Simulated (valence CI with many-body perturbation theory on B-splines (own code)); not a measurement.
**Which ion has this spectrum?**

A relativistic CI+MBPT calculation for an atom or ion with 41 electrons gives these levels (eV):

```tsv
J	Parity	E	g
5/2	even	0.0000	2.00
1/2	even	1.366	3.33
3/2	even	1.398	1.87
5/2	even	1.448	1.66
7/2	even	1.505	1.59
9/2	even	1.573	1.55
5/2	even	1.896	0.58
7/2	even	1.912	0.99
9/2	even	1.923	1.17
11/2	even	1.927	1.27
3/2	even	1.971	1.47
5/2	even	1.978	1.48
1/2	even	1.991	1.49
1/2	even	2.088	1.18
```

The energies are calculated, with errors of about 460 cm⁻¹, more in some levels.

Which is it?
A. Ru3+
B. Mo+
C. Rh4+
D. Nb

B. Mo+, ground level 4d⁵ ⁶S_5/2.
